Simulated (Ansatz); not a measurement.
This Ansatz (an electronic-structure program) input (r2SCAN/STO-3G) gives -37.32969 Eh with 5 basis functions.

Ansatz 0.2 input:
```yaml
crystal:
  periodic: [false, false, false]
  atoms:
    - {symbol: C, position_ang: [0.00000000, 0.00000000, 0.00000000]}
basis:
  gaussian:
    orbitals: STO-3G
hamiltonian:
  xc: {name: r2SCAN}
magnetization: {spin_polarized: true, initial_magnetization: 2}
scf: {lower_state_search: full}
```

Change:
```diff
- orbitals: STO-3G
+ orbitals: pcseg-2
```

**Question.** What does the run give now?

**Answer.** -37.83155 Eh (r2SCAN/pcseg-2, 30 functions), a change of -501.86 mEh.
